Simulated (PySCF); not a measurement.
Nuclear quadrupole coupling in `C[P@@]1(=O)CCC=C1[SiH3]`

Species: C₅H₁₁OPSi.
Structure used (GFN2-xTB), in Å, numbered top down from 1:
```xyz
19
C5H11OPSi angstrom
C     -0.226    1.977   -0.910
P     -0.476    0.846    0.512
O     -0.558    1.551    1.798
C     -1.889   -0.268    0.095
C     -1.267   -1.516   -0.533
C      0.190   -1.558   -0.170
C      0.758   -0.471    0.341
Si     2.514   -0.182    0.922
H     -1.037    2.704   -0.907
H      0.714    2.504   -0.754
H     -0.201    1.443   -1.855
H     -2.623    0.211   -0.553
H     -2.376   -0.504    1.044
H     -1.354   -1.489   -1.624
H     -1.767   -2.427   -0.196
H      0.732   -2.473   -0.364
H      3.302   -1.353    0.529
H      2.522    0.001    2.370
H      3.034    1.013    0.247
```

Field gradients from the PBE0/pcSseg-1 density (PySCF, non-relativistic), principal values in atomic units, ordered |Vxx| ≤ |Vyy| ≤ |Vzz|:

| atom | Vxx | Vyy | Vzz |
| --- | --- | --- | --- |
| O3 | -0.2991 | -0.5183 | 0.8175 |

Problem. Find the asymmetry η = (Vxx − Vyy)/Vzz and the couplings χ = eQV/h (234.96 MHz × Q in barn × V in au), with Q(17O) = −0.0256 b.

Solution. 
```tsv
atom	environment	nucleus	η	χzz (MHz)	χxx (MHz)	χyy (MHz)
O3	phosphoryl oxygen	17O	0.27	-4.917	1.799	3.118
```

The tensor is traceless: Vxx + Vyy + Vzz = 0.

Problem. What is Vzz at O3 in SI units (1 au = 9.71736 × 10²¹ V/m²)?

Solution. 0.8175 au = 7.944 × 10²¹ V/m².

Problem. And the gradient at the other heavy atoms, for which no coupling is worked out here?

Solution. 
```tsv
atom	environment	Vzz (au)	η
C1	sp3 carbon bound to phosphorus	0.041	0.22
P2	phosphoryl phosphorus	-0.450	0.51
C4	sp3 carbon bound to phosphorus	0.068	0.64
C5	allylic carbon	0.069	0.61
C6	alkene CH carbon	0.410	0.34
C7	fully substituted alkene carbon	0.288	0.46
Si8	SiH3 silicon	0.214	0.47
```

Problem. What couplings would deuterons (Q(2H) = 0.00286 b) have in place of the hydrogens, at this geometry?

Solution. 
```
atom  bonded to  bond length (Å)  Vzz (au)     η  χzz (kHz)
  H9         C1            1.089    0.3139  0.01        211
 H10         C1            1.089    0.3138  0.01        211
 H11         C1            1.086    0.3205  0.01        215
 H12         C4            1.090    0.3123  0.02        210
 H13         C4            1.092    0.3034  0.02        204
 H14         C5            1.095    0.2999  0.02        202
 H15         C5            1.093    0.3022  0.03        203
 H16         C6            1.081    0.3237  0.03        218
 H17        Si8            1.465    0.1619  0.01        109
 H18        Si8            1.460    0.1644  0.01        110
 H19        Si8            1.467    0.1596  0.03        107
```

The structure is a single GFN2-xTB conformer in the gas phase; no vibrational or solvent corrections. GFN2-xTB bond lengths can be off by several hundredths of an ångström, more for odd bonds, and the gradients follow them. The basis is small and wasn't made for field gradients, so the couplings can be 20 % off.

The run behind these numbers computed NMR shieldings as well. Rough CPU time on one thread of a shared machine: about 1.6 min.
